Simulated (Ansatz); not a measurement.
System: CH₅OSi, charge 0, doublet. CH5OSi (SMILES O[CH][SiH3], doublet).
B3LYP-D3(BJ)/def2-TZVP minimum from Ansatz (a quantum-chemistry and plane-wave program):
```
C
O 1 1.3683
H 2 0.9640 1 110.60
H 1 1.0850 2 116.50 3 0.00
Si 1 1.8428 4 124.41 2 -180.00
H 5 1.4815 1 106.66 4 0.00
H 5 1.4855 6 109.49 1 121.41
H 5 1.4855 6 109.49 7 117.17
```
Charge 0, spin multiplicity 2.

Total energies in hartree (Ansatz). UHF or UKS for unpaired electrons; spin-orbit terms are left out. Cores are frozen in correlated methods. No relativity. Where a partner has so few electrons that a lower coupled-cluster level is exact, that level stands in.

| species | HF/cc-pV(T+d)Z | CCSD(T)/cc-pV(T+d)Z | HF/cc-pV(Q+d)Z | CCSD(T)/cc-pV(Q+d)Z | CCSD(T)/cc-pV(D+d)Z | CCSDT(Q)/cc-pV(D+d)Z |
|---|---|---|---|---|---|---|
| 1: CH5OSi (SMILES O[CH][SiH3], doublet) | -404.57989 | -405.15099 | -404.59288 | -405.19915 | -404.99127 | -404.99325 |
| 2: C (triplet) | -37.69157 | -37.78076 | -37.69331 | -37.78654 | -37.76038 | -37.76071 |
| 3: O (triplet) | -74.81176 | -74.97396 | -74.81729 | -74.99357 | -74.90995 | -74.91013 |
| 4: Si (triplet) | -288.85649 | -288.93344 | -288.85845 | -288.93781 | -288.91643 | -288.91690 |
| 5: H (doublet) | -0.49981 | -0.49981 | -0.49995 | -0.49995 | -0.49928 | -0.49928 |

Q: Work out the atomisation energy (electronic, to ground-state atoms) in kcal/mol: take Hartree-Fock from cc-pV(Q+d)Z, extrapolate the CCSD(T) correlation energy as X^-3 (X = 3, 4), and add CCSDT(Q) - CCSD(T) in cc-pV(D+d)Z. 1 hartree = 627.51 kcal/mol.

A: 
Species 1: correlation (64·(-0.60627) - 27·(-0.57110))/37 = -0.63193; step -0.00198; E1 = -404.59288 + (-0.63193) + (-0.00198) = -405.22679
Species 2: correlation (64·(-0.09323) - 27·(-0.08919))/37 = -0.09618; step -0.00033; E2 = -37.69331 + (-0.09618) + (-0.00033) = -37.78982
Species 3: correlation (64·(-0.17628) - 27·(-0.16220))/37 = -0.18655; step -0.00018; E3 = -74.81729 + (-0.18655) + (-0.00018) = -75.00402
Species 4: correlation (64·(-0.07936) - 27·(-0.07695))/37 = -0.08112; step -0.00047; E4 = -288.85845 + (-0.08112) + (-0.00047) = -288.94004
Species 5: correlation (64·(0.00000) - 27·(0.00000))/37 = 0.00000; step +0.00000; E5 = -0.49995 + (0.00000) + (+0.00000) = -0.49995
-1·E1 +1·E2 +1·E3 +1·E4 +5·E5 = 0.99316 hartree = 623.2 kcal/mol.
